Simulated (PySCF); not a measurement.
GaHBr2, SMILES [Br][GaH][Br].

Coordinates come from a PBE0-D3(BJ)/def2-SVP optimisation.

Computed with PBE/def2-TZVPD in PySCF.

Isolated molecule, no solvent.

```yaml
total_energy: -7072.80926 hartree
point_group: C2v
highest_occupied_level: -7.27 eV
lowest_empty_level: -2.66 eV
orbital_gap: 4.60 eV
dipole_moment: 1.33 D
quadrupole, principal values (traceless, Buckingham form, about the centre of nuclear charge): -4.42, 1.21, 3.21 D·Å
mean_static_polarisability: 76.6 bohr³ (11.35 Å³)
polarisability_principal_values: 56.7, 74.1, 98.9 bohr³
```
